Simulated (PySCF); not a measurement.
Species: C6H8N2.
Atom-mapped SMILES: `[CH3:1][NH:2][c:3]1[cH:4][cH:5][cH:6][n:7][cH:8]1` (hydrogens: H9, H10, H11 on C1; H12 on N2; H13 on C4; H14 on C5; H15 on C6; H16 on C8)

Method used: PBE0-D3(BJ)/def2-SVP geometry optimisation, gas phase (PySCF).

Problem. Give the optimised bond lengths and angles.

Solution. 
| bond | length (Å) | order |
| --- | --- | --- |
| C1–N2 | 1.433 | single |
| N2–C3 | 1.370 | single |
| C3–C4 | 1.404 | aromatic |
| C4–C5 | 1.392 | aromatic |
| C5–C6 | 1.392 | aromatic |
| C6–N7 | 1.334 | aromatic |
| N7–C8 | 1.320 | aromatic |
| C3–C8 | 1.414 | aromatic |
| C1–H9 | 1.108 | single |
| C1–H10, C1–H11 | 1.101 | single |
| N2–H12 | 1.010 | single |
| C4–H13 | 1.091 | single |
| C5–H14 | 1.093 | single |
| C6–H15 | 1.095 | single |
| C8–H16 | 1.099 | single |

Bonds in one row agree within 0.01 Å and their mean is given. Orders are formal, as drawn. A selection of angles:
| angle | degrees |
| --- | --- |
| C1–N2–C3 | 122.9 |
| N2–C3–C4 | 123.1 |
| N2–C3–C8 | 120.3 |
| C4–C3–C8 | 116.6 |
| C3–C4–C5 | 118.8 |
| C4–C5–C6 | 119.6 |
| C5–C6–N7 | 122.1 |
| C6–N7–C8 | 118.7 |
| C3–C8–N7 | 124.2 |
| H12–N2–C1 | 117.3 |
| H12–N2–C3 | 115.9 |

Torsions: C1–N2–C3–C4 9° (synperiplanar). The mirror-image conformer, all signs reversed, is as good.

N2 (aniline-type nitrogen) is almost planar (angles 122.9°, 117.3° and 115.9°, sum 356.0°, 0.14 Å off the plane of its three neighbours). The 6-membered ring C3–C4–C5–C6–N7–C8 has internal angles of 116.6° to 124.2° (sum 720°, against 720° for a flat polygon); it is planar, 0.00 Å rms from its mean plane, widest ring torsion 1°. The 4 C–N bonds span 1.320 Å (N7–C8, aromatic) to 1.433 Å (C1–N2, drawn single), a spread of 0.113 Å. Of the pairs four or more bonds apart, C1···H13 is among the closest relative to their van der Waals radii: 2.63 Å, 91 % of the sum of Bondi's values. The 4 C–C bonds span 1.392 Å (C5–C6, aromatic) to 1.414 Å (C3–C8, aromatic), a spread of 0.022 Å.

Point group: near Cs, missed by 0.29 Å at most; the miss may be what the optimiser left on a soft mode. No frequency check. The numbers are those of one conformer.
